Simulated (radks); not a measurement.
Excited configurations of Te43+: one electron is placed in a higher orbital outside [He] 2s2 2p4. The ground configuration is [He] 2s2 2p5. Calculated with a radial shooting solver on a logarithmic mesh with Libxc functionals: scalar-relativistic Kohn-Sham, PBE, spin-unpolarised, spherical densities, finite nucleus; Fermi nuclear charge, rms radius 4.7423 fm. Excitation = E - E(ground); binding = E(ion) - E, where the ion is the core of charge +44; n* = 44/sqrt(2 binding) in atomic units. These energies are relativistic, and a one-electron ion of charge +44 with no core already has n* below n in this formula (scalar-relativistic equation, point nucleus: 3s 2.960, 4s 3.957, 4p 3.975, 4f 3.995, 5s 4.955, 5p 4.973, 5d 4.987, 5f 4.993, 6p 5.972, 6d 5.986, 6f 5.992, 7d 6.985). The quantum defect is therefore taken as that value minus n*, so that it holds no relativistic shift of the bare ion.

outer orbital  excitation (eV)  binding (eV)     n*  quantum defect  eigenvalue (eV)  <r> (bohr)
3s                      4082.8        3269.6  2.838           0.122          -3229.9      0.2751
4s                      5560.4        1792.1  3.834           0.123          -1772.9      0.5016
4p                      5615.5        1736.9  3.894           0.081          -1717.5      0.4950
4f                      5699.8        1652.6  3.992           0.003          -1626.9      0.4055
5s                      6223.5        1128.9  4.830           0.124          -1117.5      0.7958
5d                      6277.5        1074.9  4.950           0.037          -1062.7      0.7671
5f                      6291.2        1061.3  4.982           0.011          -1047.7      0.7093
6p                      6592.6        759.86  5.888           0.084          -752.23       1.160
6d                      6607.2        745.27  5.945           0.041          -737.26       1.137
6f                      6614.8        737.59  5.976           0.016          -729.15       1.081
7d                      6805.6        546.79  6.941           0.044          -541.27       1.575

Estimate the row for 5p.

Answer. excitation (eV) 6251.3; binding (eV) 1101.1; n* 4.891; quantum defect 0.082; eigenvalue (eV) -1089.7; <r> (bohr) 0.7934. The Delta-SCF ionisation energy is 7352.4 eV (NIST Atomic Spectra Database: 7243 eV, theoretical). Self-interaction in the functional shifts the binding energies and quantum defects, so they are the method's values and not measured ones. Spin polarisation and multiplet splitting are left out, so open shells lie too high by an amount that depends on their filling. Spin-orbit splitting is averaged out at the scalar-relativistic level.

Beside tabulated values, note that spin-unpolarised runs miss the spin-polarisation part of the exchange energy of open shells.
